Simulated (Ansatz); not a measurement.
Ansatz (a first-principles code) input:

Ansatz 0.2 input:
```yaml
crystal:
  periodic: [false, false, false]
  atoms:
    - {symbol: O, position_ang: [-0.00000000, -0.00000000, -1.26121009]}
    - {symbol: B, position_ang: [0.00000000, 0.00000000, 0.00000000]}
    - {symbol: O, position_ang: [0.00000000, 0.00000000, 1.26121009]}
basis:
  gaussian:
    orbitals: aug-cc-pVDZ
magnetization: {spin_polarized: true, initial_magnetization: 1}
correlation: {method: ccsd_t, electrons: outside_noble_gas}
output: {forces: true}
```

**Question.** Which total energy does the run end on?

**Answer.** -174.90950 Eh (CCSD(T)/aug-cc-pVDZ). The basis has 69 functions.

It need not be the lowest isomer of its formula.

The determinant is spin-contaminated: <S^2> is 0.94 against 0.75 for a pure state.
